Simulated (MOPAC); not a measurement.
Job for MOPAC: PM6 on C2H6N2 (a complex), monomers drawn apart or pushed together.

```
PM6 1SCF PRECISE CHARGE=0 THREADS=1
C2H6N2

N     -0.47719724 1    -0.12635414 1    -0.24760665 1
N      0.60678946 1    -0.23257498 1    -0.30761590 1
C     -0.68172270 1     0.45343373 1     3.88421726 1
C      0.62989584 1    -0.30962944 1     3.72399780 1
H     -1.17484365 1     0.60561224 1     2.92222032 1
H     -0.51664964 1     1.43672116 1     4.32914778 1
H     -1.37857118 1    -0.08689533 1     4.52800871 1
H      0.46625578 1    -1.29259604 1     3.27779186 1
H      1.11934024 1    -0.46335208 1     4.68770301 1
H      1.32937313 1     0.23003915 1     3.08262629 1
```

The log:

```
*******************************************************************************
 **                                                                           **
 **                              MOPAC v23.2.5                                **
 **                                                                           **
 *******************************************************************************
 ** MOPAC's Digital Object Identifier: https://doi.org/10.5281/zenodo.6511958 **
 **                                                                           **
 ** Please cite the open-source release paper for use of this MOPAC version:  **
 ** J. E. Moussa and J. J. P. Stewart (2026)                                  **
 ** MOPAC: An open-source semiempirical molecular orbital program             **
 ** J. Open Source Softw., 11(119), 8025, https://doi.org/10.21105/joss.08025 **
 *******************************************************************************

                              PM6 CALCULATION RESULTS

 *******************************************************************************
 *  PM6        - The PM6 Hamiltonian to be used
 *
 *
 *
 *                 CHARGE ON SYSTEM = 0
 *
 *
 *
 *  PRECISE    - TIGHTER CRITERIA TO BE USED
 *  1SCF       - DO 1 SCF AND THEN STOP
 *  THREADS=1  - MULTI-THREADING NOT USED
 *  T=         - A TIME OF 172800.0 SECONDS REQUESTED
 *  DUMP=N     - RESTART FILE WRITTEN EVERY 7200.0 SECONDS REQUESTED
 *******************************************************************************
PM6 1SCF PRECISE CHARGE=0 THREADS=1
 C2H6N2

   ATOM   CHEMICAL          X               Y               Z
  NUMBER   SYMBOL      (ANGSTROMS)     (ANGSTROMS)     (ANGSTROMS)

     1       N         -0.47719724  *  -0.12635414  *  -0.24760665  *
     2       N          0.60678946  *  -0.23257498  *  -0.30761590  *
     3       C         -0.68172270  *   0.45343373  *   3.88421726  *
     4       C          0.62989584  *  -0.30962944  *   3.72399780  *
     5       H         -1.17484365  *   0.60561224  *   2.92222032  *
     6       H         -0.51664964  *   1.43672116  *   4.32914778  *
     7       H         -1.37857118  *  -0.08689533  *   4.52800871  *
     8       H          0.46625578  *  -1.29259604  *   3.27779186  *
     9       H          1.11934024  *  -0.46335208  *   4.68770301  *
    10       H          1.32937313  *   0.23003915  *   3.08262629  *



          CARTESIAN COORDINATES

    NO.       ATOM           X           Y           Z

     1         N         -0.4772     -0.1264     -0.2476
     2         N          0.6068     -0.2326     -0.3076
     3         C         -0.6817      0.4534      3.8842
     4         C          0.6299     -0.3096      3.7240
     5         H         -1.1748      0.6056      2.9222
     6         H         -0.5166      1.4367      4.3291
     7         H         -1.3786     -0.0869      4.5280
     8         H          0.4663     -1.2926      3.2778
     9         H          1.1193     -0.4634      4.6877
    10         H          1.3294      0.2300      3.0826

 General Reference for PM6:
 "Optimization of Parameters for Semiempirical Methods V: Modification of NDDO Approximations
 and Application to 70 Elements", J. J. P. Stewart, J. Mol. Mod., 13, 1173-1213 (2007)
 URL: https://link.springer.com/article/10.1007/s00894-007-0233-4

           Empirical Formula: C2 H6 N2  =    10 atoms



      MOLECULAR POINT GROUP   :   C1


      RHF CALCULATION, NO. OF DOUBLY OCCUPIED LEVELS = 12


 -------------------------------------------------------------------------------
 PM6 1SCF PRECISE CHARGE=0 THREADS=1
 C2H6N2



     1SCF WAS SPECIFIED, SO BFGS WAS NOT USED
     SCF FIELD WAS ACHIEVED


                              PM6 CALCULATION
                                                       MOPAC v23.2.5 Linux




          FINAL HEAT OF FORMATION =         25.78242 KCAL/MOL =     107.87366 KJ/MOL


          COSMO AREA              =        121.75 SQUARE ANGSTROMS
          COSMO VOLUME            =        101.06 CUBIC ANGSTROMS

          IONIZATION POTENTIAL    =         12.017649 EV
          HOMO LUMO ENERGIES (EV) =        -12.018  0.216
          NO. OF FILLED LEVELS    =         12
          MOLECULAR WEIGHT        =         58.0828         POINT GROUP:  C1

          MOLECULAR DIMENSIONS (Angstroms)

            Atom       Atom       Distance
            H     7    N     2     5.22935
            N     1    H     9     3.38106
            H     6    H     8     2.59969


          SCF CALCULATIONS        =          1





   ATOM   CHEMICAL          X               Y               Z
  NUMBER   SYMBOL      (ANGSTROMS)     (ANGSTROMS)     (ANGSTROMS)

     1       N         -0.47719724  *  -0.12635414  *  -0.24760665  *
     2       N          0.60678946  *  -0.23257498  *  -0.30761590  *
     3       C         -0.68172270  *   0.45343373  *   3.88421726  *
     4       C          0.62989584  *  -0.30962944  *   3.72399780  *
     5       H         -1.17484365  *   0.60561224  *   2.92222032  *
     6       H         -0.51664964  *   1.43672116  *   4.32914778  *
     7       H         -1.37857118  *  -0.08689533  *   4.52800871  *
     8       H          0.46625578  *  -1.29259604  *   3.27779186  *
     9       H          1.11934024  *  -0.46335208  *   4.68770301  *
    10       H          1.32937313  *   0.23003915  *   3.08262629  *

                             CARTESIAN COORDINATES

   1    N       -0.477197240    -0.126354140    -0.247606650
   2    N        0.606789460    -0.232574980    -0.307615900
   3    C       -0.681722700     0.453433730     3.884217260
   4    C        0.629895840    -0.309629440     3.723997800
   5    H       -1.174843650     0.605612240     2.922220320
   6    H       -0.516649640     1.436721160     4.329147780
   7    H       -1.378571180    -0.086895330     4.528008710
   8    H        0.466255780    -1.292596040     3.277791860
   9    H        1.119340240    -0.463352080     4.687703010
  10    H        1.329373130     0.230039150     3.082626290


           Empirical Formula: C2 H6 N2  =    10 atoms



      MOLECULAR POINT GROUP   :   C1


                  EIGENVALUES
 -38.23419 -27.15906 -21.82935 -18.77423 -16.91983 -16.91852 -15.04212 -15.03689
 -13.12150 -12.68486 -12.02092 -12.01765   0.21608   0.22013   3.56626   4.46972
   5.69796   5.69996   6.20245   6.20345   6.89206   6.91496


              NET ATOMIC CHARGES AND DIPOLE CONTRIBUTIONS

  ATOM NO.   TYPE          CHARGE      No. of ELECS.   s-Pop       p-Pop
    1          N           0.000338        4.9997     1.78957     3.21010
    2          N          -0.000330        5.0003     1.78959     3.21074
    3          C          -0.424228        4.4242     1.07496     3.34926
    4          C          -0.424766        4.4248     1.07499     3.34977
    5          H           0.141080        0.8589     0.85892
    6          H           0.141828        0.8582     0.85817
    7          H           0.142278        0.8577     0.85772
    8          H           0.140194        0.8598     0.85981
    9          H           0.142730        0.8573     0.85727
   10          H           0.140876        0.8591     0.85912
 DIPOLE           X         Y         Z       TOTAL
 POINT-CHG.    -0.007     0.005     0.018     0.020
 HYBRID         0.002    -0.003     0.003     0.005
 SUM           -0.005     0.002     0.021     0.022


          ATOMIC ORBITAL ELECTRON POPULATIONS

     Atom    s        px        py        pz
    1  N   1.78957   1.20778   1.00189   1.00043
    2  N   1.78959   1.20778   1.00213   1.00083
    3  C   1.07496   1.05754   1.12872   1.16300
    4  C   1.07499   1.05853   1.12725   1.16400
    5  H   0.85892
    6  H   0.85817
    7  H   0.85772
    8  H   0.85981
    9  H   0.85727
   10  H   0.85912

 **********************
 *                    *
 * JOB ENDED NORMALLY *
 *                    *
 **********************




 == MOPAC DONE ==
```

The run finished.

Cost: very roughly 0.020 core-seconds.
